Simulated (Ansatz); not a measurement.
System: ZrO2, charge 0, singlet. ZrO2 (SMILES [O]=[Zr]=[O]).
B3LYP-D3(BJ)/def2-TZVP minimum from Ansatz (a quantum-chemistry and plane-wave program):
```
Zr
O 1 1.7761
O 1 1.7761 2 108.18
```
Charge 0, spin multiplicity 1.

Property: atomisation energy (electronic, to ground-state atoms), in kJ/mol. Radicals and triplets start from unrestricted determinants; spin-orbit coupling is neglected. Cores are frozen in correlated methods (noble-gas shells, and filled d and f shells in the p block). Past Kr the def2 sets carry scalar-relativistic core potentials. CBS(X,Y): correlation extrapolated as X^-3, Hartree-Fock from the larger set. A bracket is a step between two methods taken in the basis named. The T1 diagnostic of O2Zr ([O]=[Zr]=[O], singlet) reaches 0.037 in the sets run.

CCSD(T)/CBS(def2-TZVPP,def2-QZVPP) + [CCSDT(Q) - CCSD(T)]/def2-TZVPP (Ansatz) gives 1384.6 kJ/mol.

### Question
What does PBE/def2-TZVPD (Ansatz) give here, and how do the other levels compare?

### Answer
PBE gives 1505.0 kJ/mol, 120.4 kJ/mol above it. Differences of the others: r2SCAN/def2-TZVPD (Ansatz) 32.7; B3LYP/def2-TZVPD (Ansatz) -24.9; PBE0/def2-TZVPD (Ansatz) -20.6; CCSD(T)/CBS(def2-TZVPP,def2-QZVPP) (Ansatz) 0.4 kJ/mol.
